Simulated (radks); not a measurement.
Results of a calculation; reference values are marked as such.
All-electron atom: Cd4+ in [Ar] 3d10 4s2 4p5.5 4d8 5d0.5 (fractional occupations, a model configuration). Code: a radial shooting solver on a logarithmic mesh with Libxc functionals. Model: scalar-relativistic Kohn-Sham, LDA (Slater exchange, Perdew-Wang correlation), spin-polarised, spherical densities, finite nucleus; open shells are filled with parallel spins first (spin-orbit coupling, left out, can overturn this in heavy ions); Fermi nuclear charge, rms radius 4.6087 fm.

Normalised radial functions P(r) = r R(r), r in bohr:

| r | 5d up |
|---|---|
| 0.001624 | 0.0000 |
| 0.002165 | 0.0000 |
| 0.002888 | 0.0000 |
| 0.003883 | 0.0000 |
| 0.005179 | 0.0001 |
| 0.006908 | 0.0002 |
| 0.009287 | 0.0004 |
| 0.01239 | 0.0008 |
| 0.01665 | 0.0018 |
| 0.02221 | 0.0038 |
| 0.02963 | 0.0079 |
| 0.03983 | 0.0164 |
| 0.05312 | 0.0316 |
| 0.07142 | 0.0583 |
| 0.09526 | 0.0977 |
| 0.1271 | 0.1475 |
| 0.1708 | 0.1938 |
| 0.2278 | 0.2035 |
| 0.3039 | 0.1423 |
| 0.4086 | -0.0084 |
| 0.5449 | -0.1986 |
| 0.7326 | -0.3339 |
| 0.9771 | -0.2991 |
| 1.303 | -0.0687 |
| 1.752 | 0.2899 |
| 2.337 | 0.5837 |
| 3.117 | 0.6452 |
| 4.191 | 0.4372 |
| 5.589 | 0.1714 |
| 7.515 | 0.0320 |
| 10.02 | 0.0026 |

5d up: eigenvalue -24.788 eV, 2 radial nodes at r = 0.403, 1.39 bohr, <r> = 3.11 bohr, 90 % of the charge inside 4.47 bohr.
